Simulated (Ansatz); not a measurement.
Gas-phase electronic energies from Ansatz, PBE0-D4/def2-TZVP geometries. CBS: MP2 limit from def2 TZ/QZ plus the TZ coupled-cluster correction, frozen cores. Functionals use def2-TZVPP. B3LYP here is the variant with VWN-RPA as its local correlation; programs differ in this. For Br outer-core shells are correlated without core-valence functions, which leaves a few kJ/mol of doubt a bond. Scalar relativity is left out up to krypton. One conformer a species, not always the lowest.

`[SiH3][SiH2]Br` + `C=C=C(N)F` → `C=C=C(F)N[SiH3]` + `[SiH3]Br`  (cleavage of the Si–Si bond)

```csv
level,ΔE (eV)
PBE0,-0.32
B3LYP,-0.45
MP2/def2-TZVPP,-0.59
SCS-MP2/def2-TZVPP,-0.61
CCSD/def2-TZVPP,-0.51
MP2/def2-QZVPP,-0.59
SCS-MP2/def2-QZVPP,-0.61
CCSD/CBS(def2),-0.51
```

Task: What does CCSD(T)/CBS give? (Best estimate.)

Result: Computed: -0.50 eV. The listed levels differ from it by 0.18, 0.05, -0.09, -0.11, -0.01, -0.09, -0.11, -0.01 eV.

Largest T1 diagnostic among the species: 0.013.

From PBE to PBE0 (25 % exact exchange), in def2-TZVPP and without D4, ΔE moves by −0.06 eV.
